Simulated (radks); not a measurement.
Q: The mean radii <r> (bohr) of the occupied orbitals of an atom or ion are listed with their occupations. Calculated with a radial shooting solver on a logarithmic mesh with Libxc functionals: scalar-relativistic Kohn-Sham, LB94 model potential, spin-polarised, spherical densities, finite nucleus; Fermi nuclear charge, rms radius of each element as measured or else 0.836 A^(1/3) + 0.57 fm.

orbital  occ.      <r>
1s up       1  0.06074
1s down     1  0.06074
2s down     1   0.2784
2s up       1   0.2786
2p down     3   0.2458
2p up       3   0.2459
3s up       1   0.8540
3s down     1   0.8607
3p up       3   0.9045
3p down     3   0.9166
3d up       5    1.133
4s up       1    2.628

Name the element and its charge. Open shells, if any, are filled with parallel spins first.

A: Z = 25, manganese, charge +1: Mn+ in [Ar] 3d5 4s1. The 1s radius gives Z: for a bare nucleus <r> = (2 gamma + 1)/(2Z) with gamma = sqrt(1 - (Z/c)^2), 0.05933 bohr for Z = 25, and screening makes it slightly larger (0.06074 here). The occupations add up to 24, and the charge is Z minus that.
